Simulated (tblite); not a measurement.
C₆H₁₂BO₂, doublet, geometry from GFN2-xTB; GFN1-xTB with ALPB(water) run with tblite.

The tblite input:
```
$ tblite run mol.xyz --method gfn1 --charge 0 --spin 1 --alpb water --json tblite.json --no-restart

# file mol.xyz
21

C      1.48710897     1.20539539    -0.61618094
C      0.77466121    -0.07431944    -0.17081065
C      1.27822759    -1.24732067    -1.00515083
O      1.14641932    -0.29412177     1.21015392
B      0.09393638     0.01824653     1.99808540
O     -1.02808914     0.31710664     1.30680277
C     -0.78733229     0.07185816    -0.09871123
C     -1.53732232    -1.21514900    -0.45188832
C     -1.36795313     1.22989207    -0.90336734
H      2.55859468     1.06595559    -0.49202134
H      1.18462008     2.04516570     0.00410776
H      1.27837026     1.42611539    -1.65918394
H      0.92367057    -2.19405612    -0.61047442
H      2.36503208    -1.25741367    -0.97697224
H      0.95426780    -1.14070787    -2.03743575
H     -2.59255428    -1.07255202    -0.23032048
H     -1.42716054    -1.45501693    -1.50567776
H     -1.17725806    -2.04373567     0.15248709
H     -0.97874581     2.18335811    -0.56101033
H     -1.14217070     1.10420896    -1.95937607
H     -2.44732959     1.24142792    -0.77354717
```

What the program printed (banner, timings and long lists left out):

```
xTB calculator
 | screened Coulomb repulsion
 | Coulomb electrostatics
 |  * isotropic Klopman-Ohno-Mataga-Nishimoto electrostatics
 |  * onsite third-order electrostatics
 | DFT-D3(BJ) dispersion correction
 | Interactions (3)
 | [1] alpb/gbsa reaction field model
 | [2] cds contribution to solvation
 | [3] empirical free energy shift and standard state/solvent correction

halogen bonding energy    0.0000000000000E+00 Eh
repulsion energy          3.1892839833183E-01 Eh
dispersion energy        -1.0209684676090E-02 Eh
interaction energy        1.2903653123278E-03 Eh
number of electrons       5.1000000000000E+01 e
integral cutoff           2.1261634374110E+01 bohr

------------------------------------------------------------
  cycle        total energy    energy error   density error
------------------------------------------------------------
      1     -29.79294589353  -3.0102955E+01   6.1255994E-01
      2     -29.99591248791  -2.0296659E-01   3.4755501E-01
      3     -29.99718354671  -1.2710588E-03   9.2365809E-02
      4     -30.00150378992  -4.3202432E-03   1.4727084E-02
      5     -30.00229105160  -7.8726168E-04   1.9782730E-03
      6     -30.00230245197  -1.1400366E-05   6.1944500E-04
      7     -30.00230310858  -6.5660910E-07   4.1231894E-04
      8     -30.00230373514  -6.2656434E-07   1.2076349E-05
------------------------------------------------------------

electronic energy        -3.0312312814110E+01 Eh
total energy             -3.0002303735142E+01 Eh

Post processing:
 | Mayer-Wiberg bond orders

[Info] JSON dump of results written to 'tblite.json'
```
